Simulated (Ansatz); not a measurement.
CH₁₀AlBSi₂, SMILES `C[SiH2][B]([AlH2])[SiH3]` at its PBE0-D4/def2-TZVP geometry, where that method's forces vanish. Charge 0, multiplicity 1.

| atom | x (Å) | y (Å) | z (Å) |
| --- | --- | --- | --- |
| C1 | -0.484 | 0.485 | -2.197 |
| Si2 | 0.897 | -0.235 | -1.133 |
| B3 | 0.123 | -0.348 | 0.712 |
| Al4 | -0.758 | -2.094 | 1.448 |
| Si5 | 0.243 | 1.353 | 1.748 |
| H6 | -0.143 | 0.576 | -3.231 |
| H7 | -0.772 | 1.476 | -1.843 |
| H8 | -1.368 | -0.156 | -2.187 |
| H9 | 1.321 | -1.546 | -1.706 |
| H10 | 2.088 | 0.665 | -1.186 |
| H11 | 0.066 | -3.115 | 2.349 |
| H12 | -2.274 | -2.425 | 1.085 |
| H13 | 0.296 | 2.583 | 0.906 |
| H14 | -0.796 | 1.564 | 2.795 |
| H15 | 1.563 | 1.216 | 2.440 |

(1) For each bond, give half the difference of the two atoms' forces along it (eV/Å; positive pushes the atoms apart) under PBE-D4, r2SCAN-D4, B3LYP-D4, ωB97M-V in def2-TZVPP. (An estimate is asked.)

## Answers

(1) Computed: 
| bond | length (Å) | PBE-D4 | r2SCAN-D4 | B3LYP-D4 | ωB97M-V |
| --- | --- | --- | --- | --- | --- |
| C1–Si2 | 1.887 | 0.09 | 0.07 | 0.13 | 0.02 |
| C1–H6 | 1.092 | 0.11 | -0.01 | -0.05 | -0.05 |
| C1–H7 | 1.092 | 0.09 | -0.03 | -0.05 | -0.03 |
| C1–H8 | 1.092 | 0.09 | -0.02 | -0.04 | -0.03 |
| Si2–B3 | 2.004 | -0.07 | -0.01 | 0.03 | 0.06 |
| Si2–H9 | 1.493 | 0.07 | -0.02 | -0.09 | -0.11 |
| Si2–H10 | 1.493 | 0.10 | -0.02 | -0.09 | -0.12 |
| B3–Al4 | 2.089 | -0.10 | -0.03 | 0.02 | 0.06 |
| B3–Si5 | 1.996 | -0.07 | -0.01 | 0.06 | 0.07 |
| Al4–H11 | 1.592 | 0.10 | 0.00 | -0.06 | -0.12 |
| Al4–H12 | 1.593 | 0.10 | 0.00 | -0.06 | -0.12 |
| Si5–H13 | 1.491 | 0.10 | -0.01 | -0.06 | -0.11 |
| Si5–H14 | 1.490 | 0.09 | -0.01 | -0.06 | -0.10 |
| Si5–H15 | 1.497 | 0.14 | 0.01 | -0.07 | -0.12 |

B3LYP here is the variant with VWN-RPA as its local correlation; programs differ in this.
